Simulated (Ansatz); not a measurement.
Two isomers of CH5FSSi: A = `FC[SiH2]S`, B = `C[SiH](F)S`.

Computed with Ansatz on PBE0-D4/def2-TZVP structures; ΔE is electronic, products minus reactants. CBS: MP2 limit from def2 TZ/QZ plus the TZ coupled-cluster correction, frozen cores. DFT in def2-TZVPP. B3LYP here is the variant with VWN-RPA as its local correlation; programs differ in this. Each species was taken in one conformer, which may not be the lowest.

A:

Z-matrix (Å, degrees):
```
C
Si 1 1.892
F 1 1.393 2 109.3
H 1 1.096 2 111.5 3 -119.5
H 1 1.095 2 111.3 3 119.5
S 2 2.132 1 110.6 3 -60.8
H 2 1.485 1 109.2 3 -177.2
H 2 1.485 1 108.7 3 62.3
H 6 1.345 2 93.4 1 56.7
```

B:

Z-matrix (Å, degrees):
```
C
Si 1 1.851
H 1 1.092 2 110.4
H 1 1.093 2 110.9 3 120.2
H 1 1.093 2 110.3 3 -120.1
F 2 1.602 1 107.5 3 177.3
S 2 2.125 1 112.7 3 -60.4
H 2 1.481 1 113.7 3 58.6
H 7 1.344 2 94.5 1 -44.6
```

Question: Which is lower in electronic energy at CCSD(T)/CBS, and by how much? (Estimate.)

Answer: The calculation gave: B, by 63.4 kcal/mol.

Question: Give E(B) − E(A) in kcal/mol with MP2/def2-TZVPP, BLYP-D4, ωB97M-V, PBE-D4, CCSD(T)/def2-SVP, B3LYP-D4, HF/def2-TZVPP. (Estimate.)

Answer: Computed: MP2/def2-TZVPP -65.3, BLYP-D4 -59.2, ωB97M-V -62.0, PBE-D4 -58.8, CCSD(T)/def2-SVP -57.1, B3LYP-D4 -60.8, HF/def2-TZVPP -62.2. None reverses the order clearly.

Question: Does the order hold for the free energy at 298.15 K (harmonic terms from PBE0-D4)? (An estimate is asked.)

Answer: Computed: Yes: G(B) − G(A) = -62.0 kcal/mol, for one conformer each.

Largest T1 diagnostic: 0.011.

From BLYP to BHLYP (50 % exact exchange), in def2-TZVPP and without D4, E(B) − E(A) moves by −3.4 kcal/mol. At CCSD(T), def2-SVP lies +6.3 kcal/mol from the extrapolated value and def2-TZVPP +1.0 kcal/mol.
